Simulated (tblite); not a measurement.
Compound: C4H10OSi.
Bonds: C1–C2, C2–Si3, Si3–C4, C4–C5, C5–O6, C1–O6. Hydrogens: H7, H8 on C1; H9, H10 on C2; H11, H12 on Si3; H13, H14 on C4; H15, H16 on C5.

Computed with GFN2-xTB (tblite), gas phase: Langevin dynamics at 400 K from the optimised GFN2-xTB geometry, time step 0.5 fs, friction 0.01 fs⁻¹, 2000 steps. The instantaneous temperature is 2·E(kin)/(3Nk) with all 3N coordinates.

| t (fs) | T (K) | E(pot) above start (eV) | C1–C2 (Å) | C2–Si3 (Å) | Si3–C4 (Å) | C4–C5 (Å) | C5–O6 (Å) | C1–H7 (Å) |
| --- | --- | --- | --- | --- | --- | --- | --- | --- |
| 0 | 325 | 0.000 | 1.530 | 1.902 | 1.902 | 1.530 | 1.408 | 1.102 |
| 25 | 224 | 0.363 | 1.547 | 1.915 | 1.913 | 1.481 | 1.412 | 1.054 |
| 50 | 273 | 0.413 | 1.531 | 1.862 | 1.935 | 1.494 | 1.423 | 1.112 |
| 75 | 334 | 0.394 | 1.532 | 1.954 | 1.869 | 1.557 | 1.399 | 1.119 |
| 100 | 360 | 0.404 | 1.521 | 1.898 | 1.952 | 1.580 | 1.405 | 1.125 |
| 125 | 396 | 0.294 | 1.515 | 1.914 | 1.903 | 1.515 | 1.452 | 1.094 |
| 150 | 283 | 0.644 | 1.536 | 1.917 | 1.938 | 1.510 | 1.424 | 1.094 |
| 175 | 378 | 0.544 | 1.546 | 1.852 | 1.862 | 1.567 | 1.438 | 1.072 |
| 200 | 316 | 0.792 | 1.547 | 1.972 | 1.956 | 1.587 | 1.407 | 1.076 |
| 225 | 423 | 0.470 | 1.497 | 1.882 | 1.867 | 1.545 | 1.380 | 1.082 |
| 250 | 289 | 0.769 | 1.505 | 1.901 | 1.929 | 1.518 | 1.417 | 1.094 |
| 275 | 279 | 0.574 | 1.556 | 1.894 | 1.943 | 1.488 | 1.418 | 1.106 |
| 300 | 347 | 0.460 | 1.612 | 1.922 | 1.873 | 1.532 | 1.403 | 1.115 |
| 325 | 319 | 0.521 | 1.511 | 1.887 | 1.941 | 1.609 | 1.407 | 1.108 |
| 350 | 333 | 0.517 | 1.510 | 1.928 | 1.879 | 1.557 | 1.414 | 1.120 |
| 375 | 276 | 0.707 | 1.533 | 1.910 | 1.950 | 1.511 | 1.391 | 1.108 |
| 400 | 291 | 0.493 | 1.535 | 1.913 | 1.904 | 1.557 | 1.419 | 1.091 |
| 425 | 247 | 0.514 | 1.553 | 1.942 | 1.912 | 1.553 | 1.448 | 1.096 |
| 450 | 271 | 0.473 | 1.530 | 1.898 | 1.955 | 1.522 | 1.375 | 1.104 |
| 475 | 316 | 0.411 | 1.542 | 1.948 | 1.881 | 1.529 | 1.354 | 1.095 |
| 500 | 364 | 0.484 | 1.547 | 1.898 | 1.903 | 1.569 | 1.418 | 1.087 |
| 525 | 420 | 0.584 | 1.597 | 1.901 | 1.858 | 1.496 | 1.444 | 1.098 |
| 550 | 272 | 0.897 | 1.612 | 1.907 | 1.987 | 1.466 | 1.420 | 1.069 |
| 575 | 289 | 0.940 | 1.558 | 1.881 | 1.875 | 1.481 | 1.369 | 1.079 |
| 600 | 268 | 0.891 | 1.481 | 1.916 | 1.993 | 1.535 | 1.447 | 1.058 |
| 625 | 419 | 0.892 | 1.528 | 1.890 | 1.833 | 1.479 | 1.436 | 1.105 |
| 650 | 332 | 0.813 | 1.585 | 1.927 | 1.957 | 1.534 | 1.398 | 1.110 |
| 675 | 419 | 0.808 | 1.557 | 1.902 | 1.896 | 1.547 | 1.430 | 1.176 |
| 700 | 352 | 1.281 | 1.516 | 1.898 | 1.884 | 1.580 | 1.508 | 1.169 |
| 725 | 381 | 1.024 | 1.508 | 1.881 | 1.883 | 1.521 | 1.397 | 1.153 |
| 750 | 486 | 0.541 | 1.549 | 1.907 | 1.945 | 1.537 | 1.396 | 1.134 |
| 775 | 355 | 0.799 | 1.529 | 1.869 | 1.892 | 1.553 | 1.453 | 1.158 |
| 800 | 380 | 0.753 | 1.561 | 1.932 | 1.960 | 1.467 | 1.419 | 1.109 |
| 825 | 365 | 0.617 | 1.581 | 1.901 | 1.833 | 1.508 | 1.407 | 1.045 |
| 850 | 407 | 0.608 | 1.543 | 1.931 | 1.940 | 1.538 | 1.460 | 1.072 |
| 875 | 336 | 0.894 | 1.490 | 1.911 | 1.880 | 1.543 | 1.399 | 1.094 |
| 900 | 354 | 1.212 | 1.508 | 1.942 | 1.885 | 1.529 | 1.439 | 1.109 |
| 925 | 382 | 1.196 | 1.519 | 1.821 | 1.846 | 1.512 | 1.411 | 1.100 |
| 950 | 673 | 0.912 | 1.556 | 1.982 | 1.892 | 1.543 | 1.494 | 1.053 |
| 975 | 462 | 0.870 | 1.562 | 1.842 | 1.894 | 1.577 | 1.469 | 1.056 |
| 1000 | 363 | 1.019 | 1.519 | 1.933 | 1.876 | 1.502 | 1.373 | 1.135 |

**Question.** From 500 fs on, how do temperature and potential energy compare with equipartition?

**Answer.** The mean temperature of these 21 frames is 385 K against the target 400 K, and the mean potential energy 0.86 eV against 42 × kT/2 = 0.72 eV for 42 classical harmonic modes. For 16 atoms in a canonical ensemble the temperature itself scatters by T·√(2/(3N)) = 82 K; here its standard deviation is 84 K. The whole run lasts only 10 friction times of 100 fs, so these averages carry a wide statistical error.

**Question.** What are the kinetic and total energies of the listed frame with the highest potential energy?

**Answer.** The one at 700 fs, 1.281 eV above the start. Its kinetic energy is 3NkT/2 = 0.729 eV at 352 K, so the sum is 2.01 eV; over the listed frames the sum runs from 0.67 to 2.30 eV, since the thermostat adds and removes energy.

**Question.** How much do the listed bonds fluctuate from 500 fs on?

**Answer.** 
| bond | at the start (Å) | mean (Å) | standard deviation (Å) |
| --- | --- | --- | --- |
| C1–C2 | 1.530 | 1.543 | 0.034 |
| C2–Si3 | 1.902 | 1.903 | 0.034 |
| Si3–C4 | 1.902 | 1.901 | 0.045 |
| C4–C5 | 1.530 | 1.525 | 0.033 |
| C5–O6 | 1.408 | 1.428 | 0.035 |
| C1–H7 | 1.102 | 1.103 | 0.038 |

The motion is classical and holds no zero-point motion.

What follows is the cost of the whole dynamics run. The run took 32 s of wall time on Intel Xeon Platinum 8259CL at 2.50 GHz, one thread, on a shared host, and the process peaked at 0.19 GiB of memory.
